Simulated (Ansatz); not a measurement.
Total energies of `C[Si](Cl)(Cl)c1ccccc1`.

```xyz
18

C    -0.056   -1.050    2.757
Si   -1.119   -0.853    1.256
Cl   -2.791    0.237    1.756
Cl   -1.783   -2.706    0.657
C    -0.270   -0.029   -0.168
C     1.063    0.368   -0.067
C     1.703    0.985   -1.132
C     1.015    1.212   -2.314
C    -0.313    0.822   -2.430
C    -0.949    0.207   -1.365
H     0.818   -1.666    2.532
H    -0.626   -1.538    3.549
H     0.279   -0.076    3.122
H     1.615    0.197    0.852
H     2.740    1.288   -1.039
H     1.513    1.694   -3.147
H    -0.852    1.000   -3.353
H    -1.987   -0.093   -1.466
```

Total charge 0; spin multiplicity 1. All single points use the PBE0-D4/def2-TZVP geometry. It is one conformer, not always the lowest. Basis def2-TZVPP, Ansatz.

RPA on PBE orbitals: Hartree–Fock energy of these orbitals -1477.84400 Eh, correlation -2.59738 Eh (frozen core).

```csv
functional,energy without D4 (Eh),D4 term (kJ/mol)
LDA (SPW92),-1475.08512,–
PBE,-1480.83695,-64.9
revPBE,-1481.41018,-184.2
BLYP,-1481.58261,-139.2
r2SCAN,-1481.48382,-17.4
B97M-V,-1481.43949,–
PBE0,-1480.97410,-56.0
B3LYP,-1481.77805,-104.0
r2SCANh,-1481.46826,-18.6
r2SCAN0,-1481.44676,-20.5
HSE06 (plane-wave form),-1480.93659,-52.5
BHLYP,-1481.55896,-80.9
CAM-B3LYP,-1481.60103,-57.5
LC-ωPBE,-1481.18212,–
ωB97X-V,-1481.47048,–
ωB97M-V,-1481.55257,–
B2PLYP,-1481.10409,–
PBE-QIDH,-1480.68348,–
```

B3LYP takes the VWN-RPA correlation (the form of Gaussian; ORCA's B3LYP/G). HSE06 is the plane-wave form, built on full-range PBE exchange. The double hybrids freeze the cores in their second-order part.

LC-ωPBE has ω = 0.4 bohr⁻¹.
